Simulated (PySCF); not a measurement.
C$_{2}$H$_{8}$GeTe, singlet, geometry from GFN2-xTB (all electrons, no relativity), with bond 12-9 at 2.4 times its length; CASSCF(6,6)/STO-3G run with PySCF.

Input for PySCF:
```python
from pyscf import gto, scf, mcscf
import numpy

mol = gto.Mole()
mol.atom = '''
    Te    0.447874    0.221855    0.858271
    C     1.769133   -0.787231   -0.546415
    C     1.937536   -0.031071   -1.844384
    H     1.364909   -1.779132   -0.732670
    H     2.722853   -0.898294   -0.039385
    H     2.339976    0.964218   -1.666614
    H     0.979803    0.070488   -2.356405
    H     2.621631   -0.564581   -2.504378
    Ge   -1.546807   -0.117998   -0.626794
    H    -1.433810   -1.384155   -1.427870
    H    -2.826426   -0.221025    0.145319
    H    -2.155876    2.473392   -3.072608
'''
mol.basis = 'sto-3g'
mol.charge = 0
mol.spin = 0
mol.verbose = 4
mol.build()

mf = scf.RHF(mol)
mf.kernel()
mc = mcscf.CASSCF(mf, 6, 6)
mc.fix_spin_(ss=0.0)
mc.kernel()
occ = numpy.linalg.eigvalsh(mc.fcisolver.make_rdm1(mc.ci, mc.ncas, mc.nelecas))[::-1]
ss = mc.fcisolver.spin_square(mc.ci, mc.ncas, mc.nelecas)[0]
print('natural occupations', occ.round(4), ' <S^2>', round(ss, 4))
```

What does PySCF print? Leave out banner, timings and long lists.


```
PySCF version 2.14.0

[INPUT] verbose = 4
[INPUT] num. atoms = 12
[INPUT] num. electrons = 104
[INPUT] charge = 0
[INPUT] spin (= nelec alpha-beta = 2S) = 0
[INPUT] symmetry False subgroup None
[INPUT] Mole.unit = angstrom
[INPUT] Symbol           X                Y                Z      unit          X                Y                Z       unit  Magmom
[INPUT]  1 Te     0.447874000000   0.221855000000   0.858271000000 AA    0.846359198313   0.419245189365   1.621897130657 Bohr   0.0
[INPUT]  2 C      1.769133000000  -0.787231000000  -0.546415000000 AA    3.343176847930  -1.487650986767  -1.032574700354 Bohr   0.0
[INPUT]  3 C      1.937536000000  -0.031071000000  -1.844384000000 AA    3.661412396485  -0.058715680416  -3.485380628530 Bohr   0.0
[INPUT]  4 H      1.364909000000  -1.779132000000  -0.732670000000 AA    2.579304194954  -3.362072219450  -1.384545639685 Bohr   0.0
[INPUT]  5 H      2.722853000000  -0.898294000000  -0.039385000000 AA    5.145446447450  -1.697529639340  -0.074426863416 Bohr   0.0
[INPUT]  6 H      2.339976000000   0.964218000000  -1.666614000000 AA    4.421913778055   1.822107944376  -3.149444015366 Bohr   0.0
[INPUT]  7 H      0.979803000000   0.070488000000  -2.356405000000 AA    1.851559326027   0.133203015068  -4.452960088556 Bohr   0.0
[INPUT]  8 H      2.621631000000  -0.564581000000  -2.504378000000 AA    4.954164589670  -1.066903465133  -4.732588532386 Bohr   0.0
[INPUT]  9 Ge    -1.546807000000  -0.117998000000  -0.626794000000 AA   -2.923041597560  -0.222983903246  -1.184468996521 Bohr   0.0
[INPUT] 10 H     -1.433810000000  -1.384155000000  -1.427870000000 AA   -2.709508214663  -2.615673863947  -2.698283241483 Bohr   0.0
[INPUT] 11 H     -2.826426000000  -0.221025000000   0.145319000000 AA   -5.341171051350  -0.417676716682   0.274613110696 Bohr   0.0
[INPUT] 12 H     -2.155876000000   2.473392000000  -3.072608000000 AA   -4.074015198523   4.674033478690  -5.806387608148 Bohr   0.0

nuclear repulsion = 696.068081312189
number of shells = 33
number of NR pGTOs = 189
number of NR cGTOs = 63
basis = sto-3g
ecp = {}

******** <class 'pyscf.scf.hf.RHF'> ********
method = RHF
initial guess = minao
damping factor = 0
level_shift factor = 0
DIIS = <class 'pyscf.scf.diis.CDIIS'>
diis_start_cycle = 1
diis_space = 8
diis_damp = 0
SCF conv_tol = 1e-09
SCF conv_tol_grad = None
SCF max_cycles = 50
direct_scf = True
direct_scf_tol = 1e-13
Set gradient conv threshold to 3.16228e-05
Initial guess from minao.
init E= -8655.21208703147
  HOMO = -0.478104557035823  LUMO = -0.29381535797589  gap/eV = 5.01476
cycle= 1 E= -8677.60987684609  delta_E= -22.4  |g|= 0.572  |ddm|= 4.14
  HOMO = -0.0505676035739039  LUMO = 0.056539381201387  gap/eV = 2.91453
cycle= 2 E= -8677.87570978708  delta_E= -0.266  |g|= 0.247  |ddm|= 3.58
  HOMO = -0.0352782551985871  LUMO = 0.0377989394182712  gap/eV = 1.98853
cycle= 3 E= -8677.89881485469  delta_E= -0.0231  |g|= 0.315  |ddm|= 2.97
  HOMO = -0.057392628688862  LUMO = 0.0184175085693715  gap/eV = 2.06290
cycle= 4 E= -8678.05149650954  delta_E= -0.153  |g|= 0.128  |ddm|= 1.11
  HOMO = -0.130899942709246  LUMO = 0.0873606095054467  gap/eV = 5.93917
cycle= 5 E= -8678.06225962461  delta_E= -0.0108  |g|= 0.0801  |ddm|= 0.223
  HOMO = -0.13174398181051  LUMO = 0.0730309319963579  gap/eV = 5.57221
cycle= 6 E= -8678.06670096124  delta_E= -0.00444  |g|= 0.0434  |ddm|= 0.146
  HOMO = -0.1251966406516  LUMO = 0.0609593342173423  gap/eV = 5.06556
cycle= 7 E= -8678.0678023542  delta_E= -0.0011  |g|= 0.0266  |ddm|= 0.0572
  HOMO = -0.129736954796307  LUMO = 0.0602731540043808  gap/eV = 5.17044
cycle= 8 E= -8678.06833787205  delta_E= -0.000536  |g|= 0.0111  |ddm|= 0.0494
  HOMO = -0.130772826248421  LUMO = 0.0578492148825747  gap/eV = 5.13267
cycle= 9 E= -8678.06845075524  delta_E= -0.000113  |g|= 0.00214  |ddm|= 0.0297
  HOMO = -0.130198369541255  LUMO = 0.0571277001277826  gap/eV = 5.09740
cycle= 10 E= -8678.06845470838  delta_E= -3.95e-06  |g|= 0.000761  |ddm|= 0.00546
  HOMO = -0.1301647818797  LUMO = 0.0569131895950021  gap/eV = 5.09065
cycle= 11 E= -8678.06845526299  delta_E= -5.55e-07  |g|= 9.16e-05  |ddm|= 0.0024
  HOMO = -0.130157087545029  LUMO = 0.0568771566860239  gap/eV = 5.08946
cycle= 12 E= -8678.06845527206  delta_E= -9.07e-09  |g|= 8.27e-06  |ddm|= 0.000411
  HOMO = -0.130155847329355  LUMO = 0.0568797745348937  gap/eV = 5.08950
cycle= 13 E= -8678.0684552721  delta_E= -4.55e-11  |g|= 2.03e-06  |ddm|= 4.42e-05
  HOMO = -0.130155945103864  LUMO = 0.0568804471302786  gap/eV = 5.08952
Extra cycle  E= -8678.0684552722  delta_E= -9.64e-11  |g|= 9.66e-07  |ddm|= 7.38e-06
converged SCF energy = -8678.0684552722

******** <class 'pyscf.mcscf.mc1step.CASSCF'> ********
CAS (3e+3e, 6o), ncore = 49, nvir = 8
max_cycle_macro = 50
max_cycle_micro = 4
conv_tol = 1e-07
conv_tol_grad = None
orbital rotation max_stepsize = 0.02
orbital rotation threshold for CI restart = 0.01
augmented hessian ah_max_cycle = 30
augmented hessian ah_conv_tol = 1e-12
augmented hessian ah_linear dependence = 1e-14
augmented hessian ah_level shift = 1e-08
augmented hessian ah_start_tol = 2.5
augmented hessian ah_start_cycle = 3
augmented hessian ah_grad_trust_region = 3
kf_trust_region = 3
kf_interval = 4
ci_response_space = 4
ci_grad_trust_region = 3
with_dep4 0
natorb = False
canonicalization = True
sorting_mo_energy = False
ao2mo_level = 2
internal_rotation = False
******** <class 'pyscf.fci.addons.SpinPenaltyFCISolver'> ********
max. cycles = 50
conv_tol = 1e-08
davidson only = True
linear dependence = 1e-12
level shift = 0.001
max iter space = 12
nroots = 1
pspace_size = 400
spin = None
CASCI E = -8678.25489154584  S^2 = 0.0000000
Set conv_tol_grad to 0.000316228
macro iter   1 ( 21 JK    4 micro), CASSCF E = -8678.25905653677  dE = -4.16499093e-03  S^2 = 0.0000000
               |grad[o]|=0.0373  |grad[c]|=0.0294  |ddm|=0.0205  |maxRot[o]|=0.256
macro iter   2 ( 21 JK    4 micro), CASSCF E = -8678.26039120428  dE = -1.33466751e-03  S^2 = 0.0000000
               |grad[o]|=0.0177  |grad[c]|=0.0112  |ddm|=0.00587  |maxRot[o]|=0.139
macro iter   3 ( 21 JK    4 micro), CASSCF E = -8678.26105994616  dE = -6.68741881e-04  S^2 = 0.0000000
               |grad[o]|=0.0106  |grad[c]|=0.00675  |ddm|=0.00505  |maxRot[o]|=0.0772
macro iter   4 ( 21 JK    4 micro), CASSCF E = -8678.26151821565  dE = -4.58269487e-04  S^2 = 0.0000000
               |grad[o]|=0.00755  |grad[c]|=0.041  |ddm|=0.0225  |maxRot[o]|=0.156
macro iter   5 ( 21 JK    4 micro), CASSCF E = -8678.26562155559  dE = -4.10333994e-03  S^2 = 0.0000000
               |grad[o]|=0.00665  |grad[c]|=0.0336  |ddm|=0.0396  |maxRot[o]|= 0.31
macro iter   6 ( 21 JK    4 micro), CASSCF E = -8678.26900578036  dE = -3.38422477e-03  S^2 = 0.0000000
               |grad[o]|=0.0155  |grad[c]|=0.0286  |ddm|=0.0368  |maxRot[o]|=0.159
macro iter   7 ( 21 JK    4 micro), CASSCF E = -8678.27224856520  dE = -3.24278484e-03  S^2 = 0.0000000
               |grad[o]|=0.0147  |grad[c]|=0.0254  |ddm|=0.0156  |maxRot[o]|=0.169
macro iter   8 ( 21 JK    4 micro), CASSCF E = -8678.27500969302  dE = -2.76112782e-03  S^2 = 0.0000000
               |grad[o]|=0.0101  |grad[c]|=0.00764  |ddm|=0.00715  |maxRot[o]|=0.159
macro iter   9 ( 21 JK    4 micro), CASSCF E = -8678.27660072932  dE = -1.59103631e-03  S^2 = 0.0000000
               |grad[o]|=0.00642  |grad[c]|=0.00694  |ddm|=0.00666  |maxRot[o]|=0.159
macro iter  10 ( 17 JK    4 micro), CASSCF E = -8678.27677579377  dE = -1.75064450e-04  S^2 = 0.0000000
               |grad[o]|=0.00266  |grad[c]|=0.00473  |ddm|=0.0035  |maxRot[o]|=0.0443
macro iter  11 ( 19 JK    4 micro), CASSCF E = -8678.27685289401  dE = -7.71002397e-05  S^2 = 0.0000000
               |grad[o]|=0.00156  |grad[c]|=0.00202  |ddm|=0.00105  |maxRot[o]|=0.0321
macro iter  12 ( 14 JK    3 micro), CASSCF E = -8678.27688231942  dE = -2.94254078e-05  S^2 = 0.0000000
               |grad[o]|=0.000747  |grad[c]|=0.000738  |ddm|=0.00109  |maxRot[o]|=0.0246
macro iter  13 (  8 JK    2 micro), CASSCF E = -8678.27688308326  dE = -7.63839125e-07  S^2 = 0.0000000
               |grad[o]|=0.000171  |grad[c]|=7.77e-05  |ddm|=0.000152  |maxRot[o]|=0.00513
macro iter  14 (  1 JK    1 micro), CASSCF E = -8678.27688308443  dE = -1.17324817e-09  S^2 = 0.0000000
               |grad[o]|=1.79e-05  |grad[c]|=3.03e-05  |ddm|=2.52e-05  |maxRot[o]|=    0
1-step CASSCF converged in  14 macro (248 JK  50 micro) steps
CASSCF canonicalization
Density matrix diagonal elements [1.97234361 1.93626335 1.1648627  0.86478193 0.03580439 0.02594402]
CASSCF energy = -8678.27688308443
CASCI E = -8678.27688308443  E(CI) = -5.61904774809045  S^2 = 0.0000000
natural occupations [1.9827 1.9591 1.1386 0.8615 0.0412 0.017 ]  <S^2> 0.0
```
